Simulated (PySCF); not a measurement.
Vertical excitations of a molecule C5H5F from TDA-PBE/def2-SVPD run with PySCF, as energy in eV (oscillator strength): 4.03 (0.000), 5.58 (0.002), 5.77 (0.686), 6.24 (0.062), 6.26 (0.086), 6.64 (0.006), 6.69 (0.136), 6.75 (0.040), 6.77 (0.004), 6.99 (0.031). Lowest triplet (TDA): 3.12 eV. Geometry optimised at B3LYP-D3(BJ)/def2-SVP. One conformer was computed; it need not be the lowest.

### Question
Pick the molecule that these values belong to.
A. C=CC=C=CF
B. C#C[C@H](F)C=C
C. C=C=CC(=C)F
D. C#CC/C=C/F

### Answer
A, C=CC=C=CF
